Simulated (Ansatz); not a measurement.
Input file for C2H8ClNOSi (`CN[SiH](Cl)OC`):

```yaml
crystal:
  periodic: [false, false, false]
  atoms:
    - {symbol: C, position_ang: [-0.886074, 2.107184, 0.656849]}
    - {symbol: N, position_ang: [-0.570394, 1.397606, -0.565385]}
    - {symbol: Si, position_ang: [-0.346567, -0.272363, -0.654345]}
    - {symbol: Cl, position_ang: [-0.140662, -0.750392, -2.645817]}
    - {symbol: O, position_ang: [0.982741, -0.762639, 0.156102]}
    - {symbol: C, position_ang: [1.333188, -2.117425, 0.332445]}
    - {symbol: H, position_ang: [0.000648, 2.507801, 1.160560]}
    - {symbol: H, position_ang: [-1.381430, 1.430124, 1.357387]}
    - {symbol: H, position_ang: [-1.577868, 2.931664, 0.463701]}
    - {symbol: H, position_ang: [-0.210719, 1.973336, -1.308676]}
    - {symbol: H, position_ang: [-1.511354, -1.010669, -0.113863]}
    - {symbol: H, position_ang: [0.474530, -2.720004, 0.651188]}
    - {symbol: H, position_ang: [1.732022, -2.540619, -0.594537]}
    - {symbol: H, position_ang: [2.101937, -2.173603, 1.104393]}
basis:
  gaussian: {orbitals: def2-TZVPP}
correlation: {method: ccsd_t}
```

```sh
$ ansatz run in.yaml --threads 2 --pin off --events-out ev --progress --plain --max-ram 22528MiB --backend cuda --devices 0, --max-vram 18GiB
```

The program prints (abridged):

```
Functional definition: HF
1876 factors; integrals over basis functions are off by at most 1.3e-3 eV
mean field evaluation 1: about -26073.9439 eV, gradient 4.5e1 eV
mean field evaluation 2: about -26074.2947 eV, gradient 4.5e1 eV
mean field evaluation 4: about -26078.6565 eV, gradient 4.7e0 eV
mean field evaluation 8: about -26078.7293 eV, gradient 3.0e-1 eV
mean field -26078.72966749 eV, -958.3756384825 hartree, gradient 2.8e-6 eV, S^2 0.000000; 0 other end points of the search recorded, 0 dependent functions left out
14 core orbitals not correlated: weight in the atoms' cores, before any rotation towards them, 1.000 or more for the frozen orbitals, at most 0.000 for the correlated occupied ones
reference -26078.72966749 eV, -958.3756384825 hartree; 19, 19 occupied and 287, 287 virtual orbitals, 1876 factors
second order -30.05860143 eV of doubles, -0.00000000 eV of singles
cycle   1  -30.79716491 eV  change   -7.4e-1 eV  update   1.1e-1
cycle   2  -31.48508947 eV  change   -6.9e-1 eV  update   3.0e-2
cycle   3  -31.62463436 eV  change   -1.4e-1 eV  update   1.5e-2
cycle   4  -31.61332463 eV  change    1.1e-2 eV  update   3.4e-3
cycle   5  -31.61251779 eV  change    8.1e-4 eV  update   1.6e-3
cycle   6  -31.61319120 eV  change   -6.7e-4 eV  update   4.9e-4
cycle   7  -31.61293353 eV  change    2.6e-4 eV  update   1.9e-4
cycle   8  -31.61288893 eV  change    4.5e-5 eV  update   5.1e-5
cycle   9  -31.61290522 eV  change   -1.6e-5 eV  update   1.9e-5
perturbative correction -1.22004100 eV, -0.0448356797 hartree
Total energy: -26111.56261371 eV, -959.5822270011 hartree
```

Hardware: 2 threads of an AMD EPYC 7R13 on a shared host and a share of an NVIDIA H100 80 GB. Wall time 8.5 s, peak host memory 0.87 GiB.

The correlation energy is -32.833 eV, 3.7 % of it from (T); the T1 diagnostic reads 0.0103.
